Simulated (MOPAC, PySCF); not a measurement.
H₉GaSi₃, SMILES `[SiH3][Ga]([SiH3])[SiH3]`, neutral singlet in the gas phase. 

Cartesian coordinates (Å):
SMILES: [SiH3][Ga]([SiH3])[SiH3]
```xyz
13

Si    -1.9645    -1.4350    -0.0491
Ga    -0.0142     0.0148    -0.0230
Si    -0.2477     2.4264     0.1581
Si     2.2012    -0.9794    -0.1299
H     -1.7909    -2.5635    -1.0000
H     -2.1343    -2.0180     1.3095
H     -3.2221    -0.7275    -0.3982
H     -1.4893     2.9305    -0.4819
H     -0.3131     2.7747     1.6038
H      0.9046     3.1579    -0.4271
H      2.6013    -1.0520    -1.5619
H      2.2417    -2.3594     0.4175
H      3.2247    -0.1705     0.5800
```
Charge 0, multiplicity 1.

All levels are single points at this geometry (B3LYP-D3(BJ)/def2-TZVP); Pople sets use spherical d functions. Orbital energies aren't observables, and empty levels follow the basis.

| level | HOMO (eV) | LUMO (eV) | gap (eV) | dipole (D) | vertical IE, Delta-SCF (eV) |
|---|---|---|---|---|---|
| M06-2X/def2-TZVP in PySCF | -8.09 | -1.96 | 6.14 | 0.08 | 8.96 |
| PBE-D3(BJ)/def2-TZVP in PySCF | -6.27 | -3.36 | 2.91 | 0.06 | – |
| B3LYP/LANL2DZ in PySCF | -7.24 | -2.51 | 4.72 | 0.04 | – |
| M06-2X/6-31G* in PySCF | -8.08 | -1.89 | 6.18 | 0.07 | – |
| SVWN5/6-31G* in PySCF | -6.23 | -3.36 | 2.87 | 0.03 | – |
| HF/3-21G in PySCF | -9.58 | 0.20 | 9.78 | 0.08 | – |
| HF/STO-3G in PySCF | -5.72 | 4.10 | 9.82 | 0.08 | – |
| AM1 in MOPAC | -8.98 | -1.73 | 7.25 | 0.06 | – |
| PM3 in MOPAC | -8.32 | -3.27 | 5.05 | 0.19 | – |
